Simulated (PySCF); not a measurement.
Computed vibrations of Tb(OH)3

Tb(OH)3 (singlet in the valence; each metal's 4f electrons, 8 of them, lie in its core potential, out of spins and levels). PySCF 2.14.0, RKS PBE0, Tb lcecp-1-SVP with ECP54, O def2-SVP, H def2-SVP; non-relativistic Hamiltonian with scalar-relativistic core potentials where named; density fitting; no spin-orbit coupling. Central differences of gradients.

```xyz
7

Tb    0.0000    0.0000   -0.0032
O     2.0589    0.0000    0.0094
H     3.0144    0.0000    0.0196
O    -1.0294    1.7830    0.0094
H    -1.5072    2.6106    0.0196
O    -1.0294   -1.7830    0.0094
H    -1.5072   -2.6106    0.0196
```

Run from Python with OMP_NUM_THREADS=2. Where DIIS fails, smearing, a level shift and second-order steps follow.
It took 34 s on 2 threads of Arm Neoverse V2, on a shared host.

(1) What are the harmonic wavenumbers and infrared intensities?

(2) Is this a minimum?

An lcecp potential fixes the number of 4f electrons, so in runs with it no electron can move into or out of that shell.

Results:

(1) Modes are labelled in C3v; negative numbers are unstable modes, those under 60 cm⁻¹ near the noise; a finer grid moves soft modes by up to 10 cm⁻¹.
```
cm⁻¹  km/mol  symmetry
  19    13.4        a1
 122     1.8         e
 122     1.8         e
 302     0.0        a2
 374   275.4         e
 374   275.4         e
 489     0.0         e
 489     0.0         e
 502   532.4        a1
 593   198.6         e
 593   198.6         e
 618     0.0        a1
4020   180.0         e
4020   180.0         e
4022     0.0        a1
```

(2) Yes, within the noise of the softest modes. Ideal gas at 298.15 K and 1 bar: S = 376.1 J/(mol K), Cp = 106.3 J/(mol K), H − H(0 K) = 21.8 kJ/mol (rigid rotor, harmonic modes, spin degeneracy alone, that of the 4f electrons in the core included; the modes under 60 cm⁻¹ make these uncertain).
